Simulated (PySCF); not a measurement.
C₂H₆Si (SMILES C[Si]C), singlet, geometry from GFN2-xTB; M062X/6-31G** (PySCF).

Input for PySCF:
```python
from pyscf import gto, scf, dft

mol = gto.Mole()
mol.atom = '''
    Si   -0.257819    0.115614    0.699275
    C     0.747147    1.267276   -0.472566
    H     0.925739    2.243125   -0.024830
    H     0.225133    1.433692   -1.415471
    H     1.720918    0.837868   -0.710368
    C    -0.405789   -1.420352   -0.453292
    H     0.574483   -1.792264   -0.753309
    H    -0.956233   -1.180776   -1.363668
    H    -0.928731   -2.241784    0.032944
'''
mol.basis = '6-31g**'
mol.charge = 0
mol.spin = 0
mol.verbose = 4
mol.build()

mf = dft.RKS(mol)
mf.xc = 'm062x'
mf.diis_space = 4
mf.kernel()
```

Output, abridged:

```
PySCF version 2.14.0

[INPUT] verbose = 4
[INPUT] num. atoms = 9
[INPUT] num. electrons = 32
[INPUT] charge = 0
[INPUT] spin (= nelec alpha-beta = 2S) = 0
[INPUT] symmetry False subgroup None
[INPUT] Mole.unit = angstrom
[INPUT] Symbol           X                Y                Z      unit          X                Y                Z       unit  Magmom
[INPUT]  1 Si    -0.257819000000   0.115614000000   0.699275000000 AA   -0.487207299709   0.218478796165   1.321438235755 Bohr   0.0
[INPUT]  2 C      0.747147000000   1.267276000000  -0.472566000000 AA    1.411903204790   2.394804564234  -0.893020315781 Bohr   0.0
[INPUT]  3 H      0.925739000000   2.243125000000  -0.024830000000 AA    1.749393172829   4.238891913165  -0.046921899673 Bohr   0.0
[INPUT]  4 H      0.225133000000   1.433692000000  -1.415471000000 AA    0.425439711602   2.709285226980  -2.674852527264 Bohr   0.0
[INPUT]  5 H      1.720918000000   0.837868000000  -0.710368000000 AA    3.252063702834   1.583341048537  -1.342400967655 Bohr   0.0
[INPUT]  6 C     -0.405789000000  -1.420352000000  -0.453292000000 AA   -0.766830074361  -2.684076280478  -0.856597734456 Bohr   0.0
[INPUT]  7 H      0.574483000000  -1.792264000000  -0.753309000000 AA    1.085615533219  -3.386888102917  -1.423547697170 Bohr   0.0
[INPUT]  8 H     -0.956233000000  -1.180776000000  -1.363668000000 AA   -1.807018481271  -2.231343254459  -2.576959044833 Bohr   0.0
[INPUT]  9 H     -0.928731000000  -2.241784000000   0.032944000000 AA   -1.755047233393  -4.236357790432   0.062255137448 Bohr   0.0

nuclear repulsion = 96.5074543519837
number of shells = 38
number of NR pGTOs = 147
number of NR cGTOs = 76
basis = 6-31g**
ecp = {}

******** <class 'pyscf.dft.rks.RKS'> ********
method = RKS
initial guess = minao
damping factor = 0
level_shift factor = 0
DIIS = <class 'pyscf.scf.diis.CDIIS'>
diis_start_cycle = 1
diis_space = 4
diis_damp = 0
SCF conv_tol = 1e-09
SCF conv_tol_grad = None
SCF max_cycles = 50
direct_scf = True
direct_scf_tol = 1e-13
XC library pyscf.dft.libxc version 7.1.2
    S. Lehtola, C. Steigemann, M. J. T. Oliveira, and M. A. L. Marques,  SoftwareX 7, 1–5 (2018)
XC functionals = m062x
    Y. Zhao and D. G. Truhlar,  Theor. Chem. Acc. 120, 215 (2008)
    Y. Zhao and D. G. Truhlar,  Theor. Chem. Acc. 120, 215 (2008)
radial grids:
    Treutler-Ahlrichs [JCP 102, 346 (1995); DOI:10.1063/1.469408] (M4) radial grids

becke partition: Becke, JCP 88, 2547 (1988); DOI:10.1063/1.454033
pruning grids: <function nwchem_prune>
grids dens level: 3
symmetrized grids: False
atomic radii adjust function: <function treutler_atomic_radii_adjust>
small_rho_cutoff = 0
Set gradient conv threshold to 3.16228e-05
Initial guess from minao.
tot grids = 106264
init E= -369.154616333626
  HOMO = -0.219640121117347  LUMO = -0.0998112261930921  gap/eV = 3.26071
cycle= 1 E= -369.147842773749  delta_E= 0.00677  |g|= 0.342  |ddm|= 2.44
  HOMO = -0.237415583654265  LUMO = -0.0451106658245339  gap/eV = 5.23288
cycle= 2 E= -369.155857247259  delta_E= -0.00801  |g|= 0.296  |ddm|= 0.522
  HOMO = -0.250248524970507  LUMO = -0.0471192376418275  gap/eV = 5.52743
cycle= 3 E= -369.179528026419  delta_E= -0.0237  |g|= 0.0184  |ddm|= 0.254
  HOMO = -0.249977342492615  LUMO = -0.0456025957862525  gap/eV = 5.56132
cycle= 4 E= -369.179657517671  delta_E= -0.000129  |g|= 0.00315  |ddm|= 0.0353
  HOMO = -0.249910962459609  LUMO = -0.0457196611308777  gap/eV = 5.55633
cycle= 5 E= -369.179661629843  delta_E= -4.11e-06  |g|= 0.00059  |ddm|= 0.00583
  HOMO = -0.249883507455266  LUMO = -0.0457077385436055  gap/eV = 5.55591
cycle= 6 E= -369.17966183129  delta_E= -2.01e-07  |g|= 8.67e-05  |ddm|= 0.00165
  HOMO = -0.249891417455302  LUMO = -0.0457131661807226  gap/eV = 5.55597
cycle= 7 E= -369.179661836795  delta_E= -5.51e-09  |g|= 1.98e-05  |ddm|= 0.000298
  HOMO = -0.249883749052165  LUMO = -0.0457071184471807  gap/eV = 5.55593
cycle= 8 E= -369.179661837002  delta_E= -2.07e-10  |g|= 7.66e-06  |ddm|= 4.77e-05
  HOMO = -0.249885979515478  LUMO = -0.0457094743639948  gap/eV = 5.55593
Extra cycle  E= -369.179661837017  delta_E= -1.48e-11  |g|= 4.53e-06  |ddm|= 1.67e-05
converged SCF energy = -369.179661837017
```
